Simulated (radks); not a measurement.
Task: Neutral arsenic, [Ar] 3d10 4s2 4p3. Method: non-relativistic Kohn-Sham, PBE, spin-polarised, spherical densities, point nucleus; computed with a radial shooting solver on a logarithmic mesh with Libxc functionals. Every spin shell is full or empty, so the densities are truly spherical. Functionals are evaluated on that one density, not self-consistently. Rank these exchange functionals by their error against the exact value of the orbitals, and give that value: LDA, B88, PBEsol, RPBE, WC, SOGGA, G96, APBE, revTPSS, SCAN, Tao-Mo, TASK.

Result: Exact: -81.3857 hartree. From best to worst, with 100 (|E| - |E exact|)/|E exact| (equal figures are ties): RPBE -0.01, B88 +0.19, SCAN +0.33, G96 +0.43, Tao-Mo -0.52, APBE +0.58, revTPSS -0.67, WC -0.89, TASK -2.44, PBEsol -2.48, SOGGA -2.50, LDA -5.61.
